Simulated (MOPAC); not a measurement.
MOPAC input (PM6):

```
PM6 1SCF CHARGE=-1 GEO-OK AUX(PRECISION=9) THREADS=1
H3Cl2Si2

Cl    2.11238200 1   -1.48098100 1   -0.17882100 1
Si    1.28504200 1    0.52473500 1    0.48185700 1
Si   -0.87509400 1   -0.23788400 1   -0.14988200 1
Cl   -2.38560900 1    1.29615200 1    0.00395400 1
H     1.44882100 1    1.20214200 1   -0.88189000 1
H    -1.11117800 1   -0.76854900 1   -1.52850000 1
H    -1.43206200 1   -1.30742100 1    0.73547900 1
```

Output:

```
 *******************************************************************************
 **                                                                           **
 **                              MOPAC v23.2.5                                **
 **                                                                           **
 *******************************************************************************
 ** MOPAC's Digital Object Identifier: https://doi.org/10.5281/zenodo.6511958 **
 **                                                                           **
 ** Please cite the open-source release paper for use of this MOPAC version:  **
 ** J. E. Moussa and J. J. P. Stewart (2026)                                  **
 ** MOPAC: An open-source semiempirical molecular orbital program             **
 ** J. Open Source Softw., 11(119), 8025, https://doi.org/10.21105/joss.08025 **
 *******************************************************************************

                              PM6 CALCULATION RESULTS

 *******************************************************************************
 *  PM6        - The PM6 Hamiltonian to be used
 *  GEO-OK     - OVERRIDE INTERATOMIC DISTANCE AND OTHER SAFETY CHECKS
 *
 *
 *
 *                 CHARGE ON SYSTEM = -1
 *
 *
 *
 *  1SCF       - DO 1 SCF AND THEN STOP
 *  AUX        - OUTPUT AUXILIARY INFORMATION
 *******************************************************************************
PM6 1SCF CHARGE=-1 GEO-OK AUX(PRECISION=9) THREADS=1
 H3Cl2Si2

   ATOM   CHEMICAL          X               Y               Z
  NUMBER   SYMBOL      (ANGSTROMS)     (ANGSTROMS)     (ANGSTROMS)

     1      Cl          2.11238200  *  -1.48098100  *  -0.17882100  *
     2      Si          1.28504200  *   0.52473500  *   0.48185700  *
     3      Si         -0.87509400  *  -0.23788400  *  -0.14988200  *
     4      Cl         -2.38560900  *   1.29615200  *   0.00395400  *
     5       H          1.44882100  *   1.20214200  *  -0.88189000  *
     6       H         -1.11117800  *  -0.76854900  *  -1.52850000  *
     7       H         -1.43206200  *  -1.30742100  *   0.73547900  *

          CARTESIAN COORDINATES

    NO.       ATOM           X           Y           Z

     1        Cl          2.1124     -1.4810     -0.1788
     2        Si          1.2850      0.5247      0.4819
     3        Si         -0.8751     -0.2379     -0.1499
     4        Cl         -2.3856      1.2962      0.0040
     5         H          1.4488      1.2021     -0.8819
     6         H         -1.1112     -0.7685     -1.5285
     7         H         -1.4321     -1.3074      0.7355

 General Reference for PM6:
 "Optimization of Parameters for Semiempirical Methods V: Modification of NDDO Approximations
 and Application to 70 Elements", J. J. P. Stewart, J. Mol. Mod., 13, 1173-1213 (2007)
 URL: https://link.springer.com/article/10.1007/s00894-007-0233-4

           Empirical Formula: H3 Cl2 Si2  =     7 atoms

      MOLECULAR POINT GROUP   :   C1

      RHF CALCULATION, NO. OF DOUBLY OCCUPIED LEVELS = 13

 -------------------------------------------------------------------------------
 PM6 1SCF CHARGE=-1 GEO-OK AUX(PRECISION=9) THREADS=1
 H3Cl2Si2

     1SCF WAS SPECIFIED, SO BFGS WAS NOT USED
     SCF FIELD WAS ACHIEVED

                              PM6 CALCULATION
                                                       MOPAC v23.2.5 Linux

          FINAL HEAT OF FORMATION =        -78.24950 KCAL/MOL =    -327.39591 KJ/MOL

          COSMO AREA              =        150.99 SQUARE ANGSTROMS
          COSMO VOLUME            =        149.99 CUBIC ANGSTROMS

          IONIZATION POTENTIAL    =          3.222106 EV
          HOMO LUMO ENERGIES (EV) =         -3.222  2.398
          NO. OF FILLED LEVELS    =         13
          MOLECULAR WEIGHT        =        130.1007         POINT GROUP:  C1

          MOLECULAR DIMENSIONS (Angstroms)

            Atom       Atom       Distance
           Cl     4   Cl     1     5.28940
            H     7    H     5     3.97513
            H     6   Si     2     2.82347

          SCF CALCULATIONS        =          1

   ATOM   CHEMICAL          X               Y               Z
  NUMBER   SYMBOL      (ANGSTROMS)     (ANGSTROMS)     (ANGSTROMS)

     1      Cl          2.11238200  *  -1.48098100  *  -0.17882100  *
     2      Si          1.28504200  *   0.52473500  *   0.48185700  *
     3      Si         -0.87509400  *  -0.23788400  *  -0.14988200  *
     4      Cl         -2.38560900  *   1.29615200  *   0.00395400  *
     5       H          1.44882100  *   1.20214200  *  -0.88189000  *
     6       H         -1.11117800  *  -0.76854900  *  -1.52850000  *
     7       H         -1.43206200  *  -1.30742100  *   0.73547900  *

                             CARTESIAN COORDINATES

   1   Cl        2.112382000    -1.480981000    -0.178821000
   2   Si        1.285042000     0.524735000     0.481857000
   3   Si       -0.875094000    -0.237884000    -0.149882000
   4   Cl       -2.385609000     1.296152000     0.003954000
   5    H        1.448821000     1.202142000    -0.881890000
   6    H       -1.111178000    -0.768549000    -1.528500000
   7    H       -1.432062000    -1.307421000     0.735479000

           Empirical Formula: H3 Cl2 Si2  =     7 atoms

      MOLECULAR POINT GROUP   :   C1

                  EIGENVALUES
 -22.95543 -22.40594 -15.95603 -13.32327  -9.40497  -9.04822  -8.37577  -8.12310
  -7.45068  -7.38952  -7.10024  -5.17417  -3.22211   2.39766   2.97408   3.08876
   4.21951   4.62483   5.13039   5.22182   5.30032   5.68775   6.77461   6.95629
   7.00755   7.46070   7.55762   8.04869   8.58322  95.48625  95.58571  95.60555
  95.95854  95.95895  96.66581  96.74441  96.79137  97.10706  97.11034

              NET ATOMIC CHARGES AND DIPOLE CONTRIBUTIONS

  ATOM NO.   TYPE          CHARGE      No. of ELECS.   s-Pop       p-Pop       d-Pop
    1         Cl          -0.427146        7.4271     1.99594     5.42950     0.00171
    2         Si          -0.331359        4.3314     1.73238     2.37801     0.22097
    3         Si           0.114233        3.8858     1.33282     2.06542     0.48753
    4         Cl          -0.389861        7.3899     1.99480     5.39340     0.00166
    5          H           0.038350        0.9617     0.96165
    6          H          -0.003957        1.0040     1.00396
    7          H          -0.000262        1.0003     1.00026
 DIPOLE           X         Y         Z       TOTAL
 POINT-CHG.    -2.076    -0.094    -0.571     2.155
 HYBRID        -0.578    -0.575    -1.116     1.382
 SUM           -2.653    -0.668    -1.687     3.215

          ATOMIC ORBITAL ELECTRON POPULATIONS

     Atom    s        px        py        pz      x^2-y^2     xz        z^2       yz        xy
    1 Cl   1.99594   1.87652   1.61893   1.93405   0.00055   0.00010   0.00023   0.00035   0.00048
    2 Si   1.73238   0.68212   0.53548   1.16042   0.05516   0.01077   0.05141   0.07462   0.02901
    3 Si   1.33282   0.63998   0.65274   0.77270   0.07745   0.05680   0.10500   0.14982   0.09847
    4 Cl   1.99480   1.73695   1.71870   1.93775   0.00030   0.00011   0.00027   0.00021   0.00077
    5  H   0.96165
    6  H   1.00396
    7  H   1.00026

 **********************
 *                    *
 * JOB ENDED NORMALLY *
 *                    *
 **********************

 == MOPAC DONE ==
```

The dipole moment of an ion depends on the origin.

The geometry given is a B3LYP-D3(BJ)/def2-TZVP minimum.
